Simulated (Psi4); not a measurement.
C₂H₃N, charge -1, doublet, geometry from GFN2-xTB (a state made from the parent by changing its charge; the spin is typed, not shown lowest) (a gas-phase anion, which may not be bound at this level); CCSD(T)/cc-pVDZ run with Psi4 1.11.

Input for Psi4:
```
memory 2 GB

molecule mol {
-1 2
  C    -1.147625    0.026037    0.004950
  C     0.343317   -0.399718    0.114960
  N     1.350316    0.271561   -0.095606
  H    -1.659479   -0.620894   -0.721031
  H    -1.640714   -0.116531    0.976598
  H    -1.326173    1.078584   -0.305786
}

set basis cc-pvdz
set reference uhf
set scf_type pk
set mp2_type conv

energy('ccsd(t)')
print_variables()
```

Output, abridged:

```
   => Loading Basis Set <=

    Name: CC-PVDZ
    Role: ORBITAL
    Keyword: BASIS

         ---------------------------------------------------------
                                   SCF
               by Justin Turney, Rob Parrish, Andy Simmonett
                          and Daniel G. A. Smith
                              UHF Reference
         ---------------------------------------------------------

  ==> Geometry <==

    Molecular point group: c1
    Full point group: C1

    Geometry (in Angstrom), charge = -1, multiplicity = 2:

       Center              X                  Y                   Z               Mass
    ------------   -----------------  -----------------  -----------------  -----------------
         C           -1.259608862035     0.034267149684     0.003742729525    12.000000000000
         C            0.231333137965    -0.391487850316     0.113752729525    12.000000000000
         N            1.238332137965     0.279791149684    -0.096813270475    14.003074004430
         H           -1.771462862035    -0.612663850316    -0.722238270475     1.007825032230
         H           -1.752697862035    -0.108300850316     0.975390729525     1.007825032230
         H           -1.438156862035     1.086814149684    -0.306993270475     1.007825032230

  Running in c1 symmetry.

  Rotational constants: A =      2.73762  B =      0.32850  C =      0.31038 [cm^-1]
  Rotational constants: A =  82071.67969  B =   9848.19358  C =   9304.85454 [MHz]
  Nuclear repulsion =   56.669091891051615

  Charge       = -1
  Multiplicity = 2
  Electrons    = 23
  Nalpha       = 12
  Nbeta        = 11

  ==> Algorithm <==

  SCF Algorithm Type is PK.
  DIIS enabled.
  MOM disabled.
  Fractional occupation disabled.
  Guess Type is SAD.
  Energy threshold   = 1.00e-08
  Density threshold  = 1.00e-08
  Integral threshold = 1.00e-12

  ==> Primary Basis <==

  Basis Set: CC-PVDZ
    Blend: CC-PVDZ
    Number of shells: 27
    Number of basis functions: 57
    Number of Cartesian functions: 60
    Spherical Harmonics?: true
    Max angular momentum: 2

  ==> Integral Setup <==

  Using in-core PK algorithm.
   Calculation information:
      Number of atoms:                   6
      Number of AO shells:              27
      Number of primitives:             81
      Number of atomic orbitals:        60
      Number of basis functions:        57

      Integral cutoff                 1.00e-12
      Number of threads:                 1

  Performing in-core PK
  Using 2734062 doubles for integral storage.
  We computed 71601 shell quartets total.
  Whereas there are 71631 unique shell quartets.

  ==> DiskJK: Disk-Based J/K Matrices <==

    J tasked:                  Yes
    K tasked:                  Yes
    wK tasked:                  No
    Schwarz Cutoff:          1E-12

  Minimum eigenvalue in the overlap matrix is 6.1368453410E-03.
  Reciprocal condition number of the overlap matrix is 1.2528986880E-03.
    Using symmetric orthogonalization.

  ==> Pre-Iterations <==

  SCF Guess: Superposition of Atomic Densities via on-the-fly atomic UHF (no occupation information).

   -------------------------
    Irrep   Nso     Nmo
   -------------------------
     A         57      57
   -------------------------
    Total      57      57
   -------------------------

  ==> Iterations <==

                        Total Energy        Delta E     RMS |[F,P]|

   @UHF iter SAD:  -130.71039473980011   -1.30710e+02   0.00000e+00
   @UHF iter   1:  -131.67352569209194   -9.63131e-01   8.75687e-03 DIIS/ADIIS
   @UHF iter   2:  -131.78244251931679   -1.08917e-01   5.65977e-03 DIIS/ADIIS
   @UHF iter   3:  -131.82727031482034   -4.48278e-02   1.23992e-03 DIIS/ADIIS
   @UHF iter   4:  -131.83096279242983   -3.69248e-03   6.12136e-04 DIIS/ADIIS
   @UHF iter   5:  -131.83234238797945   -1.37960e-03   2.51597e-04 DIIS/ADIIS
   @UHF iter   6:  -131.83298999936227   -6.47611e-04   1.69768e-04 DIIS/ADIIS
[...]
  @UHF Final Energy:  -131.83423869981971
    Total Energy =                       -131.8342386998197071
[...]
             10   0         0.0340657000
             10  20         0.0273043663
             10   5        -0.0236047678
              9  18         0.0200798573
             10   9         0.0187302664
              9   4        -0.0180092343
              9  11         0.0168922241
              8   5         0.0156631021

    Largest TIJAB Amplitudes:
     10   8  17   3        -0.0120644936
     11   5   4   0        -0.0118918145
     10   8  18  17        -0.0116476592
      7   6   7   6        -0.0113955656
     10   9  16   3         0.0113870329
     11   7   8   2        -0.0107695266
     10   8  16   3        -0.0106590509
     11   6   8   1         0.0104077377
     11  10  10   9         0.0102539428
     11  10  17   3         0.0099897952

    Largest Tijab Amplitudes:
     10   9   4   3         0.0361859113
     10   9   4   1         0.0214774448
      9   8  17   4         0.0169303903
     10   8  17   3         0.0166842685
     10   9   4   0        -0.0159223782
     10   9   5   4        -0.0138730273
     10   9  11  10        -0.0132499838
      9   8   4   3         0.0128322815
      7   6   8   7        -0.0117180462
     10   8  15  10        -0.0116016097

    Largest TIjAb Amplitudes:
     10   9   3   4        -0.0937416435
     10  10   3   3        -0.0557770064
     10   9   1   4         0.0366807954
     10  10   3   1        -0.0313462717
      6   6   1   2        -0.0300633816
      6   6  12  13        -0.0289767190
     10   9   3   2         0.0287946173
     10   9   3  18         0.0285798188
     10   9  18   4         0.0268693250
     10  10   3   0         0.0255275371

    SCF energy       (wfn)                    = -131.834238699819707
    Reference energy (file100)                = -131.834238699819991

    Opposite-spin MP2 correlation energy      =   -0.320017954543186
    Same-spin MP2 correlation energy          =   -0.109179241067071
    Singles MP2 correlation energy            =   -0.000000000000000
    MP2 correlation energy                    =   -0.429197195610257
      * MP2 total energy                      = -132.263435895430234

    Opposite-spin CCSD correlation energy     =   -0.363492668269941
    Same-spin CCSD correlation energy         =   -0.098023908344388
    Singles CCSD correlation energy           =    0.000000000000000
    CCSD correlation energy                   =   -0.461516576614329
      * CCSD total energy                     = -132.295755276434306

            **************************
            *                        *
            *        CCTRIPLES       *
            *                        *
            **************************

    Wave function   =    CCSD_T
    Reference wfn   =      UHF

    Nuclear Rep. energy (wfn)                =   56.669091891051615
    SCF energy          (wfn)                = -131.834238699819707
    Reference energy    (file100)            = -131.834238699819991
    CCSD energy         (file100)            =   -0.461516576614329
    Total CCSD energy   (file100)            = -132.295755276434306

    Number of ijk index combinations:
    Spin Case AAA:                                 220
    Spin Case BBB:                                 165
    Spin Case AAB:                                 726
    Spin Case ABB:                                 660
    AAA (T) energy                             =   -0.000366528569634
    BBB (T) energy                             =   -0.000410378069319
    AAB (T) energy                             =   -0.008146346366597
    ABB (T) energy                             =   -0.008177360865227
    (T) energy                                   =   -0.017100613870776
      * CCSD(T) total energy                     = -132.312855890305087

  Variable Map:
  ----------------------------------------------------------------------------
[...]
  Array Variable Map:
  ----------------------------------------------------------------------------
[...]
[...]
```
